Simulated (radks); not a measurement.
Problem. Species: Yb I. Configuration: [Xe] 4f14 6s1 7d1 (not the ground configuration). All-electron calculation, Dirac Kohn-Sham, PBE, spin-unpolarised, spherical densities, finite nucleus; open shells fill j = l - 1/2 first; Fermi nuclear charge, rms radius 5.3108 fm. Program: a radial shooting solver on a logarithmic mesh with Libxc functionals. Some entries of the table are withheld. Estimate them.

| orbital | occ. | eigenvalue (eV) | r(max) (bohr) |
|---|---|---|---|
| 1s1/2 | 2 | -61155.22 | 0.01237 |
| 2s1/2 | 2 | -10359.60 | 0.07077 |
| 2p1/2 | 2 | -9882.672 | 0.05296 |
| 2p3/2 | 4 | -8835.664 | 0.05938 |
| 3s1/2 | 2 | -2338.866 | 0.1997 |
| 3p1/2 | 2 | -2128.114 | 0.1874 |
| 3p3/2 | 4 | -1905.880 | 0.2008 |
| 3d3/2 | 4 | -1546.779 | 0.1581 |
| 3d5/2 | 6 | -1498.224 | 0.1618 |
| 4s1/2 | 2 | -464.1775 | 0.4556 |
| 4p1/2 | 2 | -378.8482 | 0.4569 |
| 4p3/2 | 4 | -328.5552 | 0.4853 |
| 4d3/2 | 4 | -188.1511 | 0.4860 |
| 4d5/2 | 6 | -178.9961 | 0.4952 |
| 5s1/2 | 2 | -59.9610 | 1.072 |
| 5p1/2 | 2 | (1) | 1.170 |
| 5p3/2 | 4 | (2) | 1.262 |
| 4f5/2 | 6 | -8.8431 | 0.4805 |
| 6s1/2 | 1 | -7.7171 | 3.075 |
| 4f7/2 | 8 | -7.5258 | 0.4861 |
| 7d3/2 | 1 | (3) | 23.07 |
| 7d5/2 | 0 | (4) | 23.35 |

Solution. 
(1) 5p1/2 eigenvalue (eV): -36.9484
(2) 5p3/2 eigenvalue (eV): -30.8571
(3) 7d3/2 eigenvalue (eV): -0.5258
(4) 7d5/2 eigenvalue (eV): -0.5154
